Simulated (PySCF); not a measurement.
Compound: C₂H₁₂N₂Si₃.
SMILES: `C=N[Si@@H](N)C[SiH2][SiH3]`

Method used: TDDFT PBE0/def2-SVPD, vertical, gas phase, core orbitals frozen in the response (PySCF 2.14.0, density-fitted response routines). Geometry: GFN2-xTB, one conformer, isolated molecule. Torsions of this conformer, `[CH2:1]=[N:2][Si@@H:3]([NH2:4])[CH2:5][SiH2:6][SiH3:7]`: C1–N2–Si3–N4 120°, N2–Si3–C5–Si6 73°, Si3–C5–Si6–Si7 -70°, H–N4–Si3–N2 154°, H–N4–Si3–N2 17°.

```json
{"state": "S1", "E (eV)": "4.04", "E (hartree)": "0.1486", "f": "0.0004", "main configurations (H = HOMO, L = LUMO)": "H→L (97%)"}
{"state": "S2", "E (eV)": "5.16", "E (hartree)": "0.1895", "f": "0.0037", "main configurations (H = HOMO, L = LUMO)": "H-1→L (99%)"}
{"state": "S3", "E (eV)": "6.17", "E (hartree)": "0.2266", "f": "0.017", "main configurations (H = HOMO, L = LUMO)": "H→L+2 (82%)"}
{"state": "S4", "E (eV)": "6.29", "E (hartree)": "0.2310", "f": "0.020", "main configurations (H = HOMO, L = LUMO)": "H→L+1 (72%), H-1→L+1 (13%), H→L+2 (11%)"}
{"state": "S5", "E (eV)": "6.29", "E (hartree)": "0.2311", "f": "0.047", "main configurations (H = HOMO, L = LUMO)": "H-1→L+1 (61%), H→L+1 (18%)"}
{"state": "S6", "E (eV)": "6.41", "E (hartree)": "0.2355", "f": "0.0066", "main configurations (H = HOMO, L = LUMO)": "H-2→L (96%)"}
{"state": "S7", "E (eV)": "6.46", "E (hartree)": "0.2375", "f": "0.0038", "main configurations (H = HOMO, L = LUMO)": "H-1→L+2 (89%)"}
{"state": "S8", "E (eV)": "6.66", "E (hartree)": "0.2448", "f": "0.0048", "main configurations (H = HOMO, L = LUMO)": "H→L+3 (81%)"}
```

Triplets (Tamm–Dancoff): T1 3.41 eV, H→L (94%); T2 4.94 eV, H-1→L (63%), H-6→L (11%), H-3→L (9%); T3 5.26 eV, H-1→L (35%), H-6→L (18%), H-3→L (17%).

The lowest singlet lies at 4.04 eV (307 nm, ultraviolet) and is dark (f under 0.0005); its leading configuration is HOMO→LUMO (97%). The strongest level in the table is S5 at 6.29 eV (197 nm, f = 0.047). S4/S5 lie within about 0.01 eV of each other. Löwdin shares by element: HOMO nitrogen 57% or more, carbon 16% or more, silicon 9% or more, hydrogen 7% or more; LUMO carbon 39% or more, nitrogen 30% or more, hydrogen 12% or more (atoms not listed hold the other 19%). Weighted by f, the mean energy of these states is 6.25 eV. The listed states span 2.62 eV, and the widest gap between neighbours is 1.11 eV (S1 to S2). Of the 8 states listed, 3 reach f = 0.01 and 1 stays under 0.0005. No computed singlet lies in the visible range (380 to 750 nm); the lowest, at 307 nm, stands 0.78 eV above its violet end (3.26 eV). Singlets were solved by full linear response, triplets in the Tamm–Dancoff approximation.

Hardware: an Intel Xeon at 2.50 GHz with one thread, shared host with 64 logical CPUs at a one-minute load of 59. Cost: 2.5 min of wall time (with the writing of density and orbital grids), 0.99 GiB resident at most.
